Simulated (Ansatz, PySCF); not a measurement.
BH₃N, SMILES [BH]N, multiplicity 2. Atoms are numbered in the order given.

```xyz
5

B      0.2028     0.8162     0.0000
N     -0.0314    -0.5376     0.0000
H     -0.6432     1.6605     0.0000
H     -0.9559    -0.9465     0.0000
H      0.7046    -1.2245     0.0000
```
Charge 0, spin multiplicity 2.

Geometry: PBE0-D3(BJ)/def2-TZVP. The isomer is the one that the SMILES or the coordinates give; other isomers of the formula were not compared.

Two levels are set side by side: PBE-D3(BJ)/def2-TZVP (Ansatz, a first-principles code) and PBE0-D3(BJ)/def2-TZVP (PySCF). Each level has its own optimised geometry; the coordinates shown are those of the second. Frequencies come from the Hessian of PySCF at each geometry. Differences are taken from unrounded values.

```
quantity                            PBE0-D3(BJ)  PBE-D3(BJ)  PBE-D3(BJ) minus PBE0-D3(BJ)
----------------------------------  -----------  ----------  ----------------------------
mean bond length (Å)                      1.147       1.155                         0.008
bond B1–N2 (Å)                            1.374       1.381                         0.007
bond B1–H3 (Å)                            1.195       1.201                         0.006
bond N2–H4 (Å)                            1.011       1.021                         0.010
bond N2–H5 (Å)                            1.007       1.016                         0.009
highest harmonic wavenumber (cm⁻¹)         3664        3533                          -130
mean harmonic wavenumber (cm⁻¹)            1786        1728                           -58
zero-point energy (kcal/mol)              22.97       22.23                         -0.74
```

Exact exchange shortens and stiffens bonds; PBE has none. Differences between two approximate levels are no errors against the true value.
